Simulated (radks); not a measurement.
Numerical settings for the selenium ion Se+, [Ar] 3d10 4s2 4p3. Calculated with a radial shooting solver on a logarithmic mesh with Libxc functionals: scalar-relativistic Kohn-Sham, r2SCAN, spin-unpolarised, spherical densities, finite nucleus; meta-GGA in the generalised Kohn-Sham scheme; Fermi nuclear charge, rms radius 4.14 fm. The defaults (mesh step 0.008 in ln r, mesh end at 40 bohr or more with all orbitals vanishing there, Anderson mixing 0.5 over 9 steps, residual threshold near 1e-9 with the energy settled to 1e-9 hartree or 1e-11 of itself, here a cap of 78 iterations) give E = -2429.945 hartree and 4p at -15.633 eV in 13 iterations. Run on one thread of a shared host, so times are rough (Arm Neoverse V1): 0.09 s of CPU time, 0.09 s wall, 13 iterations on 2259 mesh points. Changes against that run (0 stands for a change within the tolerance of the run):

setting,iterations,converged,E (mhartree),e(4p) (meV),CPU (s)
mesh step in ln r 0.005,14,yes,0,-0.0151,0.15
mesh step in ln r 0.012,11,yes,0,-0.0281,0.06
mesh step in ln r 0.02,11,yes,-0.00407,-0.0278,0.04
mesh end (bohr) 5,12,yes,+24.2,+671,0.08
mesh end (bohr) 3,12,yes,+966,+1.2e+04,0.08
residual threshold 0.1,10,yes,0,-0.0774,0.08
residual threshold 0.001,10,yes,0,-0.0774,0.08
mixing 2.5,17,yes,0,-0.0246,0.12
"linear mixing, mixing 0.05",78,no,+2.14,-38.9,0.46
"linear mixing, mixing 1",22,no,diverged,-,0.31
mixing history 20,12,yes,0,-0.0341,0.09
iteration cap 2,2,no,+857,-1.15e+04,0.02

Settings that end as converged yet miss the energy by more than 1 mhartree: mesh end (bohr) 5 (+0.0242 hartree); mesh end (bohr) 3 (+0.966 hartree). A mesh that ends early acts as a hard wall.
